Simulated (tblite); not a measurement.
C4H8F2O2Si.
Geometry (GFN2-xTB, Å), atoms numbered from 1 in this order:
```
atom  x, y, z in Å
C1     0.636    0.794   -1.311
C2     0.591    0.171   -0.144
O3     1.630   -0.316    0.527
Si4    3.247   -0.191    0.344
O5    -0.552   -0.092    0.589
C6    -1.777    0.065    0.000
F7    -2.080    1.411   -0.118
C8    -2.848   -0.581    0.881
F9    -3.012   -1.888    0.521
H10    1.579    0.938   -1.799
H11   -0.235    1.196   -1.789
H12    3.661   -0.758   -0.941
H13    3.653    1.214    0.400
H14    3.661   -0.981    1.490
H15   -1.815   -0.341   -1.025
H16   -3.805   -0.073    0.735
H17   -2.540   -0.557    1.930
```

Calculated harmonic vibrations of the isolated species, GFN2-xTB (tblite), most abundant isotopes, no scaling. This tight-binding method is rough: wavenumbers can miss measured ones by several per cent, in bad cases by 10 to 20. Modes of hydrogen on silicon can be 10 to 20 % off. One conformer, not necessarily the lowest.

Harmonic wavenumbers (cm⁻¹): 30.9, 50.5, 73.1, 89.7, 119.0, 136.9, 207.7, 235.3, 319.7, 405.3, 423.7, 520.3, 573.3, 589.8, 613.1, 637.4, 689.0, 744.4, 785.0, 798.1, 799.9, 821.0, 877.2, 947.0, 978.0, 1043.4, 1071.5, 1079.7, 1143.5, 1198.0, 1235.5, 1260.2, 1290.1, 1324.4, 1400.0, 1409.6, 1729.1, 2242.9, 2270.9, 2363.7, 2864.7, 2967.3, 2979.4, 3155.9, 3192.0.

A = 2829, B = 599.4, C = 529.3 MHz; mass 154.026 u (most abundant isotopes); point group C1, symmetry number 1.

Zero-point energy?

Half the sum of the wavenumbers: 24844 cm⁻¹ = 71.03 kcal/mol.

What is S at 273.15 K and 1 bar for an ideal gas of classical rigid rotors and harmonic oscillators?

Translation 40.60, rotation 30.00, vibration 33.16: S = 103.8 cal/(mol K).

And Cp and H(273.15 K) − H(0)?

Cp = 38.42 cal/(mol K), of which vibrations give 30.47 (their classical limit is 45 R = 89.4); H(273.15 K) − H(0) = 6.63 kcal/mol without the zero-point energy, 4.45 from vibrations.

Which modes carry the vibrational entropy at 273.15 K?

30.9 cm⁻¹: 5.60; 50.5 cm⁻¹: 4.62; 73.1 cm⁻¹: 3.90; 89.7 cm⁻¹: 3.50; 119.0 cm⁻¹: 2.95; 136.9 cm⁻¹: 2.68 cal/(mol K); the other 39 give 9.92 together.

Blend soft modes into free rotors: weight 1/[1 + (100 cm⁻¹/ν̃)⁴] for the oscillator and the rest for a rotor with moment μB/(μ + B), μ = h/(8π²ν), B = 10⁻⁴⁴ kg m². What vibrational entropy results?

29.26 cal/(mol K) in place of 33.16, which changes −T·S at 273.15 K by +1.07 kcal/mol.

Hindered rotation and anharmonicity are outside this model. Other conformers, if any are populated, would add a mixing term that is left out. The structure is chiral; the term R ln 2 for an equal mix with its mirror image is left out.

Time: 1.0 s of wall time. Hardware: one thread of an Arm Neoverse N1, shared host with 64 logical CPUs at a one-minute load of 60. The figure is for the frequency step alone.
